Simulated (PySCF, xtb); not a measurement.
Al(Cl)(H)(OSiH3) (AlClH4OSi), SMILES [SiH3][O][AlH][Cl].

GFN2-xTB in xtb 6.7.1 at its own geometry gives an orbital gap of 4.88 eV and a dipole moment of 1.07 D.

Geometry optimised at B3LYP-D3(BJ)/def2-SVP. Other conformers were not sampled.

**Question.** What does ωB97X/def2-TZVP in PySCF give? (An estimate is asked for; the answer gives what the named calculation found.)

**Answer.** gap 12.25 eV (levels -11.30 and 0.95 eV), dipole 1.06 D.
